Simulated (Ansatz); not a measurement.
# Relaxing a trial structure of CH3AlSn

The starting geometry of this gas-phase singlet was optimised with GFN2-xTB; its bonds are those of `[AlH2][CH]=[Sn]`.

```yaml
atoms:
  - { symbol: C, position_ang: [0.2520, -1.0593, -0.4125] }
  - { symbol: Al, position_ang: [0.5616, 0.5104, 0.7257] }
  - { symbol: Sn, position_ang: [-0.2800, -3.0194, -0.3411] }
  - { symbol: H, position_ang: [-0.2960, 0.9599, 1.9441] }
  - { symbol: H, position_ang: [1.7279, 1.5070, 0.4499] }
  - { symbol: H, position_ang: [0.4918, -0.6625, -1.4150] }
```

Problem. Where would you expect an optimisation with B3LYP-D4/def2-TZVP to take it?

Solution. A new bond forms, giving a structure with H4 bridging Sn3 and Al2, given below by its coordinates. Distances that change by over a tenth: Sn3–H4 (4.59 → 2.15 Å). Contacts that close: Al2–Sn3 (3.78 → 2.82 Å).

The energy falls by 0.49 eV over 16 steps:

| step | E − E(last) (eV) |
| --- | --- |
| 1 | 0.491 |
| 3 | 0.314 |
| 4 | 0.256 |
| 6 | 0.192 |
| 8 | 0.147 |
| 9 | 0.104 |
| 11 | 0.014 |
| 13 | 0.001 |
| 14 | 0.000 |
| 16 | 0.000 |

Final geometry (Å):

```tsv
atom	x (Å)	y (Å)	z (Å)
C	0.5464	-0.9012	-0.7336
Al	0.6955	0.5142	0.4375
Sn	-0.6785	-1.9490	0.5633
H	-0.2758	-0.1375	1.6486
H	1.2919	1.9340	0.7460
H	0.8779	-1.2244	-1.7106
```

Frequencies at the end are all real (lowest 259 cm⁻¹). Atoms past krypton carry core potentials, without spin–orbit terms. Run with Ansatz 0.2.0, 37 s on 2 threads of Arm Neoverse V2, on a shared host.
